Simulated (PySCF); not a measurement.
## Calculated NMR parameters of [SiH3]Cc1cccc(S)c1

```yaml
Formula: C7H10SSi
SMILES: "[SiH3]Cc1cccc(S)c1"
InChI: InChI=1S/C7H10SSi/c8-7-3-1-2-6(4-7)5-9/h1-4,8H,5H2,9H3
Point_group_of_the_computed_structure: C1
Degrees_of_unsaturation: 4
Carbon_signals: 7
Proton_signals: 7
```

Molfile (atoms numbered from 1):
```
C7H10SSi
     RDKit          3D

 19 19  0  0  0  0  0  0  0  0999 V2000
   -2.6303    0.8074   -0.6561 Si  0  0  0  0  0  4  0  0  0  0  0  0
   -1.7524   -0.1694    0.7113 C   0  0  0  0  0  0  0  0  0  0  0  0
   -0.2810   -0.2914    0.4412 C   0  0  0  0  0  0  0  0  0  0  0  0
    0.2285   -1.3672   -0.2981 C   0  0  0  0  0  0  0  0  0  0  0  0
    1.5898   -1.4460   -0.5771 C   0  0  0  0  0  0  0  0  0  0  0  0
    2.4673   -0.4613   -0.1320 C   0  0  0  0  0  0  0  0  0  0  0  0
    1.9729    0.6212    0.6040 C   0  0  0  0  0  0  0  0  0  0  0  0
    3.0025    1.9194    1.2168 S   0  0  0  0  0  0  0  0  0  0  0  0
    0.6037    0.6977    0.8823 C   0  0  0  0  0  0  0  0  0  0  0  0
   -2.0607    2.1860   -0.7395 H   0  0  0  0  0  0  0  0  0  0  0  0
   -2.4413    0.1211   -1.9699 H   0  0  0  0  0  0  0  0  0  0  0  0
   -4.0953    0.9036   -0.3655 H   0  0  0  0  0  0  0  0  0  0  0  0
   -2.2238   -1.1629    0.7779 H   0  0  0  0  0  0  0  0  0  0  0  0
   -1.9392    0.3407    1.6699 H   0  0  0  0  0  0  0  0  0  0  0  0
   -0.4482   -2.1480   -0.6539 H   0  0  0  0  0  0  0  0  0  0  0  0
    1.9791   -2.2911   -1.1502 H   0  0  0  0  0  0  0  0  0  0  0  0
    3.5338   -0.5368   -0.3559 H   0  0  0  0  0  0  0  0  0  0  0  0
    4.1640    1.4427    0.7248 H   0  0  0  0  0  0  0  0  0  0  0  0
    0.2179    1.5444    1.4573 H   0  0  0  0  0  0  0  0  0  0  0  0
  1  2  1  0
  2  3  1  0
  3  4  2  0
  4  5  1  0
  5  6  2  0
  6  7  1  0
  7  8  1  0
  7  9  2  0
  9  3  1  0
  1 10  1  0
  1 11  1  0
  1 12  1  0
  2 13  1  0
  2 14  1  0
  4 15  1  0
  5 16  1  0
  6 17  1  0
  8 18  1  0
  9 19  1  0
M  END
```

[PySCF 2.14.0 with density-fitted response routines: geometry from PBE0-D3(BJ)/def2-SVP; GIAO CAM-B3LYP/pcSseg-1 shieldings; non-relativistic Hamiltonian; one computed conformer; no solvent model; rapidly exchanging positions averaged]

Scale: TMS for 1H (σref 31.33) and 13C (σref 182.45) and 29Si (σref 343.41); 33S (σref 487.21) vs CS2 (reference shieldings calculated alike).

| carbon | δC, type | δH (multiplicity) | HMBC from (2–3 bonds) | span of the C tensor (ppm) |
| --- | --- | --- | --- | --- |
| C2 | 19.1, CH2 | 1.99 (q) | H19, H15, H10/H11/H12 | 54 |
| C3 | 151.2, C | – | H16, H19, H15, H10/H11/H12, H13/H14 | 243 |
| C4 | 131.8, CH | 6.81 (d) | H16, H19, H17, H13/H14 | 216 |
| C5 | 138.7, CH | 7.12 (m) | H15, H17 | 241 |
| C6 | 131.2, CH | 6.76 (d) | H16, H19, H15 | 201 |
| C7 | 147.8, C | – | H16, H19, H17 | 220 |
| C9 | 132.7, CH | 6.93 (s) | H15, H17, H13/H14 | 205 |

Other nuclei:
```tsv
atoms	nucleus	environment	δ (ppm)	σ (ppm)
H10/H11/H12	1H	hydrogen on a silicon bonded to C	3.83	27.50
H18	1H	hydrogen on a thiol sulfur	3.36	27.97
Si1	29Si	silicon bonded to C, 3 H	-58.1	401.5
S8	33S	thiol sulfur	-1	488.1
```

1. Carbon types of the structure: 2 × C, 4 × CH, 1 × CH2, leaving 4 H on heteroatoms.
2. δC 151.2: substituted aromatic carbon.
3. δC 147.8: aromatic carbon bearing sulfur.
4. δC 138.7, 132.7, 131.8, 131.2: aromatic CH; the aromatic region.
5. δH 3.36: hydrogen on a thiol sulfur; exchangeable; this is the value without hydrogen bonding to other molecules.
6. δH 1.99: hydrogen on an sp3 CH2 bonded to Si, on an aromatic ring; benzylic-type position, deshielded by the ring.

OH and NH positions are those of a molecule without intermolecular hydrogen bonds; in solution they move with solvent, concentration and temperature, and exchange usually removes their couplings. Shifts are as computed, not scaled to solution data. Of 1211 compounds with measured shifts, 218 miss one by over three times the rms of a fit or turn the order of signals round; such compounds aren't used in these exercises. No couplings were computed; multiplicities are counted from neighbouring protons, with m where these are inequivalent, close in shift, in a saturated or five-membered ring or joined by F or P, and br s for small geminal =CH2 splittings.
